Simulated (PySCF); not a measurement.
A structure optimised at B3LYP-D3(BJ)/def2-SVP, used in a PySCF frequency run:

```
Ti
N 1 1.8418
H 2 1.0204 1 124.06
H 2 1.0204 3 111.18 1 170.79
N 1 1.8469 2 105.99 3 -95.19
H 5 1.0177 1 127.55 2 0.00
H 5 1.0213 6 110.85 1 180.00
I 1 2.6030 2 110.01 3 22.34
I 1 2.6030 2 110.01 3 147.28
```
Charge 0, spin multiplicity 1.

Task: Write its SMILES, formula and point group.

Result: [NH2][Ti]([NH2])([I])[I], H₄I₂N₂Ti, Cs

Task: What are its rotational constants (standard atomic weights)?

Result: 1.5663, 0.39724, 0.35062 GHz
